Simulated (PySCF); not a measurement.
PySCF input (TPSSh/def2-TZVPD):

```python
from pyscf import gto, scf, dft

mol = gto.M(
    atom='''
    O     1.39901660   -0.49795935    0.03366731
    B     0.19588406   -0.06972205    0.00471395
    O    -0.98129508   -0.92517319   -0.15754506
    O    -0.18219759    1.33930127    0.12954563
    H    -1.78320164   -0.46787925    0.10955747
    H    -1.08041008    1.48713965   -0.17847023
    ''',
    basis='def2-tzvpd',
    charge=-1,
    spin=0,
    verbose=4,
)

mf = dft.RKS(mol, xc='tpssh').density_fit(auxbasis='def2-universal-jkfit')
mf.grids.level = 3
mf.conv_tol = 1e-9
mf.max_cycle = 100
mf.max_memory = 1500
mf.kernel()
if not mf.converged:
    mf = mf.newton()
    mf.kernel(mf.make_rdm1())
mf.analyze()
```

End of the output:

```
Extra cycle  E= -252.001193631876  delta_E= 4.41e-11  |g|= 1.84e-05  |ddm|= 1.99e-05
converged SCF energy = -252.001193631876
**** SCF Summaries ****
Total Energy =                        -252.001193631876191
Nuclear Repulsion Energy =             105.255805642190097
One-electron Energy =                 -562.572435731811993
Two-electron Energy =                  205.315436457745733
Two-electron Coulomb Energy =          236.218529978476937
DFT Exchange-Correlation Energy =      -30.903093520731197
HOMO-LUMO gap [eV] =                     3.261639342364375
**** MO energy ****
MO #1   energy= -18.8504169584908  occ= 2
MO #2   energy= -18.8504137187845  occ= 2
MO #3   energy= -18.740613495401   occ= 2
MO #4   energy= -6.48922276987726  occ= 2
MO #5   energy= -0.795408976372347 occ= 2
MO #6   energy= -0.756172546082631 occ= 2
MO #7   energy= -0.650419916192259 occ= 2
MO #8   energy= -0.306285097097399 occ= 2
MO #9   energy= -0.290115758703672 occ= 2
MO #10  energy= -0.198235323017645 occ= 2
MO #11  energy= -0.154127138392006 occ= 2
MO #12  energy= -0.104695000865283 occ= 2
MO #13  energy= -0.103400696091302 occ= 2
MO #14  energy= -0.0888279196883895 occ= 2
MO #15  energy= -0.0268132748052956 occ= 2
MO #16  energy= -0.0043980779837014 occ= 2
MO #17  energy= 0.11546495802509   occ= 0
MO #18  energy= 0.160910166956484  occ= 0
MO #19  energy= 0.173814594079338  occ= 0
MO #20  energy= 0.189403609686719  occ= 0
MO #21  energy= 0.203160598060777  occ= 0
MO #22  energy= 0.213291328633455  occ= 0
MO #23  energy= 0.222883862718708  occ= 0
MO #24  energy= 0.227571426191551  occ= 0
MO #25  energy= 0.246480916344834  occ= 0
MO #26  energy= 0.250392066995345  occ= 0
MO #27  energy= 0.267764127264694  occ= 0
MO #28  energy= 0.294480837079788  occ= 0
MO #29  energy= 0.297589073017107  occ= 0
MO #30  energy= 0.308610125639265  occ= 0
MO #31  energy= 0.344783321935264  occ= 0
MO #32  energy= 0.353532386523398  occ= 0
MO #33  energy= 0.359939676912631  occ= 0
MO #34  energy= 0.373682310651185  occ= 0
MO #35  energy= 0.374772552483018  occ= 0
MO #36  energy= 0.420486392954139  occ= 0
MO #37  energy= 0.42399845892441   occ= 0
MO #38  energy= 0.4298800822253    occ= 0
MO #39  energy= 0.429981027492266  occ= 0
MO #40  energy= 0.438671983644233  occ= 0
MO #41  energy= 0.445260318600421  occ= 0
MO #42  energy= 0.449035364379786  occ= 0
MO #43  energy= 0.453923162417417  occ= 0
MO #44  energy= 0.464906469277074  occ= 0
MO #45  energy= 0.484968518363177  occ= 0
MO #46  energy= 0.485532945506274  occ= 0
MO #47  energy= 0.508983220639628  occ= 0
MO #48  energy= 0.549957192722506  occ= 0
MO #49  energy= 0.611098386912787  occ= 0
MO #50  energy= 0.624624274954797  occ= 0
MO #51  energy= 0.632711253588548  occ= 0
MO #52  energy= 0.660885566891591  occ= 0
MO #53  energy= 0.66141406556454   occ= 0
MO #54  energy= 0.667929434151198  occ= 0
MO #55  energy= 0.683389956901999  occ= 0
MO #56  energy= 0.708276212196295  occ= 0
MO #57  energy= 0.711146450417192  occ= 0
MO #58  energy= 0.72298393857475   occ= 0
MO #59  energy= 0.746990766705739  occ= 0
MO #60  energy= 0.765401954239405  occ= 0
MO #61  energy= 0.765836081005749  occ= 0
MO #62  energy= 0.778735969574904  occ= 0
MO #63  energy= 0.784668802352716  occ= 0
MO #64  energy= 0.846915234316601  occ= 0
MO #65  energy= 0.870978463593243  occ= 0
MO #66  energy= 0.892931517627147  occ= 0
MO #67  energy= 0.926246180123939  occ= 0
MO #68  energy= 0.934117573885139  occ= 0
MO #69  energy= 0.950193167740968  occ= 0
MO #70  energy= 0.96458630622737   occ= 0
MO #71  energy= 0.999415330904567  occ= 0
MO #72  energy= 1.01891342417079   occ= 0
MO #73  energy= 1.0282400084799    occ= 0
MO #74  energy= 1.04821491203958   occ= 0
MO #75  energy= 1.09589623931308   occ= 0
MO #76  energy= 1.11160826721988   occ= 0
MO #77  energy= 1.12212724585436   occ= 0
MO #78  energy= 1.16554393587671   occ= 0
MO #79  energy= 1.18749680731768   occ= 0
MO #80  energy= 1.19812885179982   occ= 0
MO #81  energy= 1.30206671171191   occ= 0
MO #82  energy= 1.30765801751332   occ= 0
MO #83  energy= 1.40554907208608   occ= 0
MO #84  energy= 1.41336045879538   occ= 0
MO #85  energy= 1.44503477127554   occ= 0
MO #86  energy= 1.51849912306644   occ= 0
MO #87  energy= 1.59088273763584   occ= 0
MO #88  energy= 1.6319180947481    occ= 0
MO #89  energy= 1.76936055246216   occ= 0
MO #90  energy= 1.78724317316524   occ= 0
MO #91  energy= 1.81051810028804   occ= 0
MO #92  energy= 1.8387467028062    occ= 0
MO #93  energy= 1.91256667917598   occ= 0
MO #94  energy= 1.97743548013179   occ= 0
MO #95  energy= 1.98240202190031   occ= 0
MO #96  energy= 2.05384072160914   occ= 0
MO #97  energy= 2.07535479921017   occ= 0
MO #98  energy= 2.12013402933923   occ= 0
MO #99  energy= 2.18223266840458   occ= 0
MO #100 energy= 2.18325345056705   occ= 0
MO #101 energy= 2.26606229253897   occ= 0
MO #102 energy= 2.28798314735726   occ= 0
MO #103 energy= 2.31635540165594   occ= 0
MO #104 energy= 2.32892055727503   occ= 0
MO #105 energy= 2.34416242828101   occ= 0
MO #106 energy= 2.43707714285549   occ= 0
MO #107 energy= 2.47724858341664   occ= 0
[...]
```
